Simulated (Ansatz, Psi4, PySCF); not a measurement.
Species: C₃H₆S, net charge 0, singlet state. SMILES: C1CSC1
Structure (B3LYP-D3(BJ)/def2-TZVP (Ansatz, an electronic-structure program) minimum search):
```
C
H 1 1.0897
H 1 1.0913 2 108.40
C 1 1.5398 2 110.51 3 127.23
H 4 1.0876 1 116.43 2 -20.36
H 4 1.0895 5 109.53 1 130.61
C 1 1.5398 2 110.51 3 -127.23
H 7 1.0876 1 116.43 2 20.36
H 7 1.0895 8 109.53 1 -130.61
S 4 1.8489 5 114.13 6 125.09
```
Charge 0, spin multiplicity 1.

M06-2X/6-31G* (5d) beside other levels, property by property. Conventions: no dispersion term unless named; spin-orbit terms left out; 6-31G* and kin with 6d, 5d where marked; open shells spin-unrestricted; non-relativistic; atomisation electronic, to ground-state atoms; frozen cores in correlated levels. CBS(X,Y): correlation extrapolated as X^-3; Hartree-Fock from the larger set. The bracket is a focal-point correction in the basis named. First-principles rows: single points at B3LYP-D3(BJ) geometries (Ansatz), with unscaled harmonic terms from B3LYP/6-31G* (Ansatz) at its own minima, enthalpies of formation by atomisation with measured atoms.

Measured values: CRC Handbook, as tabulated in the package chemicals; NIST CCCBDB, as tabulated in the package chemicals; they hold spin-orbit and core effects, anharmonicity. Coupled cluster (Ansatz) is a level with limits of its own, used here on species with T1 under 0.025 (0.045 for open shells) and stable references: (a) RI-MP2/CBS(aug-cc-pV(T+d)Z,aug-cc-pV(Q+d)Z)+[CCSD(T)-MP2]/aug-cc-pV(T+d)Z; (b) RI-MP2/CBS(cc-pV(T+d)Z,cc-pV(Q+d)Z)+[CCSD(T)-MP2]/cc-pV(T+d)Z.

```json
[
 {"property": "atomisation energy (kcal/mol)", "M06-2X/6-31G* (5d) (PySCF)": "919.9", "B3LYP/STO-3G (Ansatz)": "1101.4", "B3LYP/6-31G* (Ansatz)": "910.1", "wB97X-D/6-31G* (Psi4)": "919.6", "to compare with": "918.8 coupled cluster (a)"},
 {"property": "proton affinity at S (heteroatom site), enthalpy at 298 K, to C1C[SH+]C1 (kcal/mol)", "M06-2X/6-31G* (5d) (PySCF)": "194.1", "B3LYP/STO-3G (Ansatz)": "243.2", "B3LYP/6-31G* (Ansatz)": "198.3", "wB97X-D/6-31G* (Psi4)": "198.7", "to compare with": "199.1 coupled cluster (b)"},
 {"property": "size of the dipole moment (D)", "M06-2X/6-31G* (5d) (PySCF)": "2.06", "B3LYP/STO-3G (Ansatz)": "0.79", "B3LYP/6-31G* (Ansatz)": "2.06", "wB97X-D/6-31G* (Psi4)": "2.13", "to compare with": "1.85 measured"},
 {"property": "enthalpy of formation at 298 K (kcal/mol)", "M06-2X/6-31G* (5d) (PySCF)": "14.1", "B3LYP/STO-3G (Ansatz)": "-167.3", "B3LYP/6-31G* (Ansatz)": "24.0", "wB97X-D/6-31G* (Psi4)": "14.4", "to compare with": "14.5 measured"}
]
```

As the rows show:
- atomisation energy: M06-2X/6-31G* (5d) lies 1.1 kcal/mol above coupled cluster.
- proton affinity at S (heteroatom site), enthalpy at 298 K, to C1C[SH+]C1: M06-2X/6-31G* (5d) lies 5.0 kcal/mol below coupled cluster.
- size of the dipole moment: M06-2X/6-31G* (5d) lies 0.21 D above the measured value.
- enthalpy of formation at 298 K: M06-2X/6-31G* (5d) lies 0.4 kcal/mol below the measured value.

The properties are those with a value to compare with, at most eight drawn at random. No case is left out for the size of its miss. Left out are saddle points of the reference geometry, anions that the best level run finds unbound, excited spin states, species near biochemistry, 298 K rows of species without real B3LYP wavenumbers, cases with under five habitual levels, runs that failed or that the program found above a lower state of the same kind, table entries that another table contradicts, and a share of species set aside by lot.
